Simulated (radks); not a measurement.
Polarisability of neutral arsenic, [Ar] 3d10 4s2 4p3, at imaginary frequency. Calculated with a radial shooting solver on a logarithmic mesh with Libxc functionals: scalar-relativistic Kohn-Sham, PBE, spin-polarised, spherical densities, finite nucleus; open shells are filled with parallel spins first; Fermi nuclear charge, rms radius 4.0968 fm. Response by self-consistent Sternheimer equations with the Hartree and adiabatic LDA kernel, the relativistic mass of each level held fixed and spin-orbit coupling left out.

w (hartree)  alpha1(iw) (bohr^3)
0.00266                    33.49
0.0143                     33.41
0.0360                     32.98
0.0697                     31.68
0.118                      28.93
0.186                      24.55
0.280                      19.09
0.413                      13.54
0.605                      8.740
0.892                      5.167
1.35                       2.825
2.12                       1.441
3.59                      0.6753
6.94                      0.2629
17.5                     0.06167

Static values: alpha1 = 33.50 bohr^3 (4.964 angstrom^3; uncoupled 48.10). C6 = 283.5, triple-dipole C9 = 6767 atomic units. One-pole (London) frequency 4 C6 / (3 alpha1^2) = 0.337 hartree, against 0.218 for minus the highest occupied eigenvalue. Recommended static value: 30 bohr^3 (Schwerdtfeger and Nagle, 2023 table).
